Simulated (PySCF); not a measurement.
**Electronic absorption of C4H9Al**

C4H9Al.
Bonds: C1–C2 (double), C2–C3, C3–Al4, Al4–C5. Hydrogens: H6, H7 on C1; H8 on C2; H9, H10 on C3; H11 on Al4; H12, H13, H14 on C5.

The calculation used TDDFT CAM-B3LYP/def2-SVPD, vertical, gas phase, core orbitals frozen in the response in PySCF. Isolated species at its PBE0-D3(BJ)/def2-SVP geometry (one conformer only). Torsions of this conformer, `[CH2:1]=[CH:2][CH2:3][AlH:4][CH3:5]`: C1–C2–C3–Al4 95°, C2–C3–Al4–C5 -24°.

Q: Predict the UV-vis stick spectrum at this level.

A: 

```json
{"state": "S1", "E (eV)": "4.68", "λ (nm)": "264.9", "f": "0.0050", "main configurations (H = HOMO, L = LUMO)": "H→L (93%)"}
{"state": "S2", "E (eV)": "5.57", "λ (nm)": "222.8", "f": "0.0026", "main configurations (H = HOMO, L = LUMO)": "H-1→L (98%)"}
{"state": "S3", "E (eV)": "5.92", "λ (nm)": "209.3", "f": "0.016", "main configurations (H = HOMO, L = LUMO)": "H→L+1 (85%)"}
{"state": "S4", "E (eV)": "6.45", "λ (nm)": "192.2", "f": "0.312", "main configurations (H = HOMO, L = LUMO)": "H→L+2 (86%)"}
{"state": "S5", "E (eV)": "6.94", "λ (nm)": "178.7", "f": "0.0070", "main configurations (H = HOMO, L = LUMO)": "H-2→L (79%), H→L+6 (12%)"}
{"state": "S6", "E (eV)": "7.02", "λ (nm)": "176.6", "f": "0.054", "main configurations (H = HOMO, L = LUMO)": "H→L+3 (77%)"}
{"state": "S7", "E (eV)": "7.07", "λ (nm)": "175.4", "f": "0.068", "main configurations (H = HOMO, L = LUMO)": "H→L+5 (42%), H→L+6 (26%), H→L+4 (18%)"}
{"state": "S8", "E (eV)": "7.20", "λ (nm)": "172.2", "f": "0.017", "main configurations (H = HOMO, L = LUMO)": "H→L+6 (49%), H→L+5 (18%), H→L+3 (10%)"}
{"state": "S9", "E (eV)": "7.31", "λ (nm)": "169.6", "f": "0.102", "main configurations (H = HOMO, L = LUMO)": "H-1→L+1 (83%)"}
{"state": "S10", "E (eV)": "7.62", "λ (nm)": "162.6", "f": "0.068", "main configurations (H = HOMO, L = LUMO)": "H→L+4 (48%), H→L+5 (30%)"}
```

Triplets (Tamm–Dancoff): T1 4.01 eV, H→L+2 (49%), H→L (27%); T2 4.60 eV, H→L (63%), H→L+2 (18%), H-2→L (9%); T3 5.18 eV, H-1→L (95%); T4 5.77 eV, H→L+1 (80%), H→L+4 (9%).

The lowest singlet comes at 265 nm (452 kJ/mol) in the ultraviolet; it is very weak; its leading configuration is HOMO→LUMO (93%). The strongest level in the table is S4 at 6.45 eV (192 nm, f = 0.312). Löwdin shares by element: HOMO carbon 74% or more, aluminium 9% (atoms not listed hold the other 17%); LUMO aluminium 57%, carbon 19% or more, hydrogen 11% or more. The listed states span 2.95 eV, and the widest gap between neighbours is 0.89 eV (S1 to S2). Of the 10 states listed, 7 reach f = 0.01 and none stays under 0.0005. Weighted by f, the mean energy of these states is 6.81 eV. No computed singlet lies in the visible range (380 to 750 nm); the lowest, at 265 nm, stands 1.42 eV above its violet end (3.26 eV). All these states lie below the vertical ionisation energy of 8.64 eV (ΔSCF). Singlets were solved by full linear response, triplets in the Tamm–Dancoff approximation.
